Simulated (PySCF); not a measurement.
Simulation results for CH3ClOSi, CH5OSi2

Computed with PySCF 2.14.0. Calculation on a computer-drawn molecule: the log of a Hartree-Fock and frozen-core CCSD(T) single point meant for a local Hartree-Fock minimum, with one planted fault or none, to be diagnosed. Offsets are logged minus clean, where the clean run is the same molecule without the fault. The reference is restricted for singlets and unrestricted otherwise, and also for a bond in bohr or an excited solution. Adding or removing an electron swaps singlet and doublet. The excited solution moves the top pair (singlet) or top alpha electron (doublet) to the lowest empty orbital. Highest occupied and lowest empty are orbital energies over both spins, largest force is the largest gradient component, triples share is (T) over the correlation energy, the T1 limit is 0.02 restricted and 0.045 unrestricted, electrons count all cores, a negative frequency is imaginary (commonest isotopes), and the dipole is about the centre of nuclear charge.

Common to all runs: meant multiplicity 1; meant basis cc-pV(D+d)Z; logged SCF converged yes; logged CC converged yes; logged SCF stable within its kind yes; possible faults no fault, one electron removed, one electron added, multiplicity raised by two, geometry at a saddle point, SCF held on an excited solution, minimal basis STO-3G, one bond length entered in bohr, all coordinates scaled.

Notes on all entries: T1 above single-reference limit.

```yaml
- entry: 1
  formula: CH3ClOSi
  logged_structure:
    atoms_angstrom:
      - [O, 0.3864, -3.3393, -0.2891]
      - [C, 0.6478, -2.2923, -1.116]
      - [Si, 1.2053, -0.7176, -0.7827]
      - [Cl, 1.49, 0.6176, -2.3082]
      - [H, 0.5566, -3.1116, 0.6125]
      - [H, 0.4517, -2.558, -2.1486]
      - [H, 1.5241, -0.1737, 0.5366]
  given:
    meant_charge: 0
    logged_electrons: 49
    logged_basis_functions: 89
    logged_spin_squared: 1.2307
    "logged_highest_occupied [eV]": 1.7277
    "logged_lowest_empty [eV]": 8.6558
    "logged_largest_force [hartree/bohr]": 0.082955
    logged_T1_diagnostic: 0.061469
    logged_D1_diagnostic: 0.31994
    logged_triples_share: 0.031778
    "logged_dipole_magnitude [debye]": 2.1229
    "logged_energy_HF [hartree]": -862.79883
    "logged_energy_CCSD(T) [hartree]": -863.4164
    drawn_bonds_atom: [1, 2, 3, 1, 2, 3]
    drawn_bonds_other_atom: [2, 3, 4, 5, 6, 7]
    drawn_bonds_order: [1, 2, 1, 1, 1, 1]
  results:
    planted_fault: "one electron added"
    "HF_energy_offset_from_clean_run [kcal/mol]": 55.33
    "CCSD(T)_energy_offset_from_clean_run [kcal/mol]": 51.61
  notes: ["highest electron not bound in this basis"]
- entry: 2
  formula: CH5OSi2
  logged_structure:
    atoms_angstrom:
      - [O, 2.08, -0.0697, -1.088]
      - [C, 1.599, -1.2315, -0.4884]
      - [Si, -0.3128, -1.8977, -0.2032]
      - [Si, -1.8096, -0.0655, 0.178]
      - [H, 1.3462, 0.5919, -1.4363]
      - [H, 2.5059, -1.9435, -0.1669]
      - [H, -0.3029, -3.2656, 0.6381]
      - [H, -3.3042, -0.2417, 0.7435]
      - [H, -1.4429, 1.3867, -0.421]
  given:
    meant_charge: 1
    logged_electrons: 46
    logged_basis_functions: 99
    logged_spin_squared: 0.0
    "logged_highest_occupied [eV]": -12.44
    "logged_lowest_empty [eV]": -5.2168
    "logged_largest_force [hartree/bohr]": 0.083197
    logged_T1_diagnostic: 0.031268
    logged_D1_diagnostic: 0.11634
    logged_triples_share: 0.044099
    "logged_dipole_magnitude [debye]": 1.5334
    "logged_energy_HF [hartree]": -693.10342
    "logged_energy_CCSD(T) [hartree]": -693.69224
    drawn_bonds_atom: [1, 2, 3, 1, 2, 3, 4, 4]
    drawn_bonds_other_atom: [2, 3, 4, 5, 6, 7, 8, 9]
    drawn_bonds_order: [1, 2, 1, 1, 1, 1, 1, 1]
  results:
    planted_fault: "all coordinates scaled, by +9.8 %"
    "HF_energy_offset_from_clean_run [kcal/mol]": 45.04
    "CCSD(T)_energy_offset_from_clean_run [kcal/mol]": 29.96
```
